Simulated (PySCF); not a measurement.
## Removing the step error of a finite difference

System: C2H7Cl3Si2 (SMILES [SiH3]CC[Si](Cl)(Cl)Cl), singlet, geometry from GFN2-xTB, atoms displaced at random by about 0.08 Å a coordinate. Level: HF/STO-3G, gradient in PySCF. Sums are taken with unrounded values, so a last digit can differ.

Central differences of the energy along y of atom 7 gave a gradient component of 0.021188 Eh/bohr at step 0.05 and 0.020940 Eh/bohr at step 0.2 (atomic units).

### Question
Extrapolate to zero step.

### Answer
The leading error of a symmetric difference goes as h², so A(h) = A0 + c h². Then c = (0.020940 - (0.021188))/(0.2² - 0.05²) = -0.00662 (atomic units) and A0 = 0.021188 - c × 0.05² = 0.021204 Eh/bohr. The analytic value from the same program and level is 0.021205 Eh/bohr: the smaller step missed it by -0.000017, the extrapolation by 0.000000.
